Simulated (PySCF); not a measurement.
# Exercise with solution: oscillator strength and radiative lifetime

CH₅F₂NOSi, SMILES O[Si](F)(F)CN.

Geometry: PBE0-D3(BJ)/def2-SVP. This is a generated structure with no PubChem entry under its InChIKey; it may be hypothetical. The values are those of a single conformer.

TDA-M06-2X/def2-SVPD in PySCF puts the first singlet state with f over 0.02 at 7.15 eV (vertical), with the transition dipole (-0.453, -0.440, 0.122) in atomic units.

Find the oscillator strength, the wavelength and the radiative lifetime that this transition would have in vacuum if emission retraced absorption.


|μ|² = 0.4137 au, so |μ| = 1.63 D. ΔE = 7.15/27.211 = 0.2628 hartree. f = (2/3) ΔE |μ|² = 0.072 (the program prints 0.072).
λ = 1239.84/7.15 = 173 nm; ν = 57669 cm⁻¹.
Einstein's coefficient A = 0.6670 ν² f s⁻¹ (ν in cm⁻¹) = 1.6e8 s⁻¹, so τ = 1/A = 6.2 ns. This state is S2; the lower singlet has f = 0.002. The figure is the radiative limit of this one transition; relaxation, internal conversion, crossing to triplets and a medium change what is measured.
